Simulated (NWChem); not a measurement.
# C2HCl3Si; SMILES [Si](C#C)(Cl)(Cl)Cl

All runs: NWChem. Coordinates come from a PBE0/def2-SVP optimisation. Total energies compare along this basis series because the functional is fixed.

| level | basis functions | energy (Ha) | highest occupied level (eV) | orbital gap (eV) | dipole (D) |
|---|---|---|---|---|---|
| Hartree-Fock/pcseg-1 | 105 | -1743.7078 | -11.89 | 14.41 | 2.68 |
| Hartree-Fock/aug-pcseg-1 | 163 | -1743.7249 | -11.73 | 12.41 | 2.26 |
| Hartree-Fock/pcseg-2 | 210 | -1743.9331 | -11.75 | 14.29 | 2.38 |
| Hartree-Fock/STO-3G | 47 | -1724.8190 | -10.41 | 16.58 | 3.03 |
| Hartree-Fock/def2-SVP | 105 | -1743.2710 | -11.73 | 14.68 | 2.34 |
